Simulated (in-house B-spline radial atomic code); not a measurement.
**RPA and G0W0 on CAM-B3LYP: Sn IV (Sn3+)**

Configuration [Kr] 4d10 5s1, highest spin, mean-field start CAM-B3LYP. Computed with a B-spline radial code for spherical atoms: all electrons, scalar-relativistic (spin-free one-electron X2C), finite nucleus, each spin shell either full or empty, empty states to l = 9 with an (l + 1/2)⁻⁴ tail; G0W0 by contour deformation at full frequency.

RPA overbinds a lone outer s electron by self-correlation, and G0W0 tends to as well.

Command:
```bash
python run_gw.py task.json out
```
Settings (radii: box in bohr, nucleus in fm):
```
Z                        50
electrons                47
configuration            [Kr] 4d10 5s1
hamiltonian              x2c
method                   camb3lyp
lmax                     9
rms_radius               4.6519
spin_polarised           True
box_radius               14.14
intervals                68
ion_configuration        [Kr] 4d10
```

Time taken, with all properties: 10 s on 1 thread of Arm Neoverse V1, on a shared host.

Energies (hartree):

```
                                     term        value
                         mean-field total  -6174.97285
Hartree-Fock functional on these orbitals  -6172.00412
                      direct second order      -4.0965
                    second-order exchange       1.1376
                         SOSEX correction       1.0651
```

**Question.** What is the RPA correlation energy, and what remains with SOSEX?

**Answer.** RPA gives -3.6341 hartree (-2.1 eV per electron); RPA + SOSEX gives -2.569, and the second-order doubles -2.9589 hartree (no singles). SOSEX takes back 29 % of the RPA value.

Quasi-particle levels (eV):

```tsv
level	occupied	mean field	Σx - vxc	Σc	QP weight	G0W0
5s up	yes	-39.01	-0.56	?	?	?
4d down	yes	-59.04	-5.58	0.41	0.943	-64.20
5s down	no	-32.90	4.70	-2.48	0.960	-30.67
```

G0W0 = mean field + (Σx - vxc) + Σc, with Σc (partial-wave tail included) taken at the quasi-particle energy. Only the outer levels were computed. Levels of low weight are left out.

**Question.** Where does G0W0 put 5s up?

**Answer.** At -41.45 eV, with Σc = -1.87 eV and a quasi-particle weight of 0.970. The tabulated removal energy is 40.74 ± 0.04 eV (NIST, measured); the calculation leaves out spin-orbit coupling, Breit and QED terms, and what these don't explain is the method's own error.

**Question.** What does it cost to remove one electron (to [Kr] 4d10) by differences of total energies, each species on its own start (correlation terms add to the Hartree-Fock functional)?

**Answer.** CAM-B3LYP 41.36 eV, Hartree-Fock functional 39.25 eV, + RPA 41.16 eV, + RPA + SOSEX 40.57 eV, + second order 41.41 eV. Tabulated: 40.74 ± 0.04 eV (NIST, measured); the calculation leaves out spin-orbit coupling, Breit and QED terms, and what these don't explain is the method's own error.
